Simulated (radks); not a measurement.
The numbers below are computed, except where a source is named.
Ionisation of Mg+, [Ne] 3s1, to Mg2+, [Ne], under several functionals. Dirac Kohn-Sham, spin-unpolarised, spherical densities, point nucleus; a radial shooting solver on a logarithmic mesh with Libxc functionals.

functional                               E(Mg+) (hartree)  Exc (hartree)  IE (eV)  -e(HOMO) (eV)  <r> HOMO (bohr)  IE error (eV)
RPBE                                           -200.09919      -16.26622   15.057         11.286            2.816         +0.022
SOGGA                                          -199.47081      -15.61398   14.744         11.198            2.811         -0.291
LDA (Slater exchange, VWN5 correlation)        -199.16404      -15.29107   15.042         11.520            2.777         +0.007
exchange-only LDA                              -198.30817      -14.41121   14.103         10.536            2.829         -0.932
exchange-only B88                              -199.68809      -15.84317   14.448         10.781            2.822         -0.587
BP86                                           -200.12302      -16.29009   14.913         11.508            2.793         -0.122
B86b exchange with PBE correlation             -200.09307      -16.25953   15.018         11.412            2.789         -0.017

NIST Atomic Spectra Database: 15.035 eV (measured). Closest: LDA (Slater exchange, VWN5 correlation). The Delta-SCF values span 0.95 eV, the total energies 1.81 hartree. The highest occupied level is 3s1/2. Spin polarisation and multiplet splitting are left out, so open shells lie too high by an amount that depends on their filling.

Beside tabulated values, note that spin-unpolarised runs miss the spin-polarisation part of the exchange energy of open shells.
